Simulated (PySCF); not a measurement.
Gas-phase reaction: borazine + 3 H → 3 BH3 + 3 N

Computed with PySCF and rigid-rotor harmonic-oscillator thermochemistry at 1 bar. † marks an energy on the PBE0/def2-TZVP geometry and frequencies. Open shells (unrestricted): H (multiplicity 2), N (multiplicity 4); the rest are closed-shell singlets. B3LYP is the form with VWN-RPA correlation. The harmonic model lacks anharmonicity and excited electronic states, which grow with temperature; levels with a mode under 35 cm⁻¹ are left out.

```json
[
 {"level": "B3LYP/def2-TZVP†", "ΔE electronic, kJ": "1567", "ΔH°(298 K), kJ": "1541", "ΔS°(298 K), J/K": "393", "ΔG°(1600 K), kJ": "933"},
 {"level": "BLYP/def2-TZVP†", "ΔE electronic, kJ": "1603", "ΔH°(298 K), kJ": "1577", "ΔS°(298 K), J/K": "393", "ΔG°(1600 K), kJ": "969"},
 {"level": "HF/def2-TZVP†", "ΔE electronic, kJ": "888", "ΔH°(298 K), kJ": "862", "ΔS°(298 K), J/K": "393", "ΔG°(1600 K), kJ": "254"},
 {"level": "M06-2X/def2-TZVP†", "ΔE electronic, kJ": "1615", "ΔH°(298 K), kJ": "1589", "ΔS°(298 K), J/K": "393", "ΔG°(1600 K), kJ": "980"},
 {"level": "LDA/def2-TZVP†", "ΔE electronic, kJ": "2061", "ΔH°(298 K), kJ": "2035", "ΔS°(298 K), J/K": "393", "ΔG°(1600 K), kJ": "1427"}
]
```
ΔH° is lowest at HF/def2-TZVP† and highest at LDA/def2-TZVP†. No reference value is set beside these.
